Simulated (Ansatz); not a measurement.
The multiplicity is imposed and other spin states were not computed.

Cartesian coordinates (Å):
```xyz
8

Au     0.0516     0.1362     0.0923
N      0.5487     2.9510     1.4302
C      0.3627     1.8974     0.9295
H      0.7075     3.8525     1.8583
C     -0.2730    -1.7004    -0.7810
H     -0.3222    -2.5039    -0.0161
H      0.5428    -1.9559    -1.4897
H     -1.2290    -1.7109    -1.3461
```
Charge 0, multiplicity 1.

Level of theory: Ansatz (an electronic-structure program) with frozen-core CCSD(T)/def2-TZVPP // PBE-D3(BJ)/def2-SVP.

- HF energy = -267.32814 Ha
- MP2 correlation energy = -1.18808 Ha

### Question
Estimate the CCSD correlation energy, the (T) correction, the total energy and the T1 diagnostic.

### Answer

| Quantity | Value |
|---|---|
| CCSD correlation energy | -1.14811 Ha |
| (T) correction | -0.05221 Ha |
| CCSD(T) total energy | -268.52845 Ha |
| T1 diagnostic | 0.015 |
